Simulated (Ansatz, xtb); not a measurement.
C6H4N2S: which of two isomers lies lower

Structure a: `C=Cc1nscc1C#N`, a singlet. Structure b: `C=Cc1csc(C#N)n1`, a singlet. Both are isolated molecules in the gas phase, relaxed with PBE-D3(BJ)/def2-SVP; each stands in its lowest conformer found.

a (Å):

```json
{"atom": "C", "x (Å)": "2.5112", "y (Å)": "0.4316", "z (Å)": "0.7315"}
{"atom": "C", "x (Å)": "1.1747", "y (Å)": "0.4308", "z (Å)": "0.9111"}
{"atom": "C", "x (Å)": "0.2007", "y (Å)": "0.1742", "z (Å)": "-0.1556"}
{"atom": "C", "x (Å)": "-1.9143", "y (Å)": "-0.0958", "z (Å)": "-1.1296"}
{"atom": "C", "x (Å)": "-1.2386", "y (Å)": "0.1774", "z (Å)": "0.0565"}
{"atom": "C", "x (Å)": "-1.8661", "y (Å)": "0.4271", "z (Å)": "1.3107"}
{"atom": "N", "x (Å)": "0.5783", "y (Å)": "-0.0825", "z (Å)": "-1.4086"}
{"atom": "N", "x (Å)": "-2.3556", "y (Å)": "0.6365", "z (Å)": "2.3580"}
{"atom": "S", "x (Å)": "-0.7589", "y (Å)": "-0.3283", "z (Å)": "-2.3754"}
{"atom": "H", "x (Å)": "3.1952", "y (Å)": "0.6307", "z (Å)": "1.5692"}
{"atom": "H", "x (Å)": "2.9446", "y (Å)": "0.2324", "z (Å)": "-0.2609"}
{"atom": "H", "x (Å)": "0.7421", "y (Å)": "0.6305", "z (Å)": "1.9052"}
{"atom": "H", "x (Å)": "-2.9987", "y (Å)": "-0.1605", "z (Å)": "-1.2840"}
```

b (Å):

```xyz
13

C    -1.4574   -1.1718    1.4678
C    -1.9587   -0.8815    0.2496
C    -1.3647    0.0932   -0.6668
C    -1.8705    0.4059   -1.9313
C     0.1376    1.6085   -1.2850
C     1.2722    2.4684   -1.2425
N     2.2011    3.1873   -1.2338
N    -0.2285    0.7882   -0.3271
S    -0.9070    1.5940   -2.7141
H    -0.5491   -0.6673    1.8318
H    -1.9413   -1.9129    2.1206
H    -2.8684   -1.3864   -0.1145
H    -2.7587   -0.0123   -2.4205
```

Quicker runs give these differences E(b) − E(a): GFN2-xTB −0.24 kcal/mol; HF/STO-3G −2.51 kcal/mol (at GFN2-xTB geometries); r2SCAN-D4/def2-SVP −3.48 kcal/mol (at GFN2-xTB geometries).

Problem. Estimate E(b) − E(a) at the level CCSD(T)/def2-SVP + ΔMP2/def2-TZVPP.

Solution. Too close to call at this level: CCSD(T)/def2-SVP + ΔMP2/def2-TZVPP gives E(b) − E(a) = +0.92 kcal/mol.

How the difference moves with the method:

```tsv
level	geometry	E(b) − E(a) (kcal/mol)	departure from the last row (kcal/mol)	job, with rough time for the two
GFN2-xTB	GFN2-xTB	−0.24	−1.16	optimisation, 0.2 s
HF/STO-3G	GFN2-xTB	−2.51	−3.42	single point, 0.54 s
r2SCAN-D4/def2-SVP	GFN2-xTB	−3.48	−4.40	single point, 4.8 s
PBE-D3(BJ)/def2-SVP	PBE-D3(BJ)/def2-SVP	−3.36	−4.28	optimisation, 20 s
HF/def2-SVP	PBE-D3(BJ)/def2-SVP	−2.17	−3.08	part of the CCSD(T) run
MP2/def2-SVP	PBE-D3(BJ)/def2-SVP	−3.76	−4.67	part of the CCSD(T) run
CCSD(T)/def2-SVP	PBE-D3(BJ)/def2-SVP	−2.89	−3.81	single point
CCSD(T)/def2-SVP + ΔMP2/def2-TZVPP	PBE-D3(BJ)/def2-SVP	+0.92		single point, 99 s
```

As drawn, b has 1 C∷S, 1 C∷N in place of 1 N∷S, 1 C∷C (∷ is an aromatic bond).

The largest departure from CCSD(T)/def2-SVP + ΔMP2/def2-TZVPP is that of MP2/def2-SVP, 4.67 kcal/mol. The last row adds to CCSD(T) the change of the MP2 difference between the two basis sets, here +3.81 kcal/mol, a large step that makes the value less sure.

With thermal terms from frequencies at re-optimised GFN2-xTB minima (ideal gas, soft modes damped towards free rotors, one conformer each, 298.15 K, 1 atm): the zero-point term adds −0.03 kcal/mol; ΔH is +0.91 and ΔG +0.87 kcal/mol.

The correlated steps freeze 13 core orbitals. Codes used: Ansatz 0.2.0, xtb 6.7.1; the last row on 4 threads of Arm Neoverse V2 on a shared host.
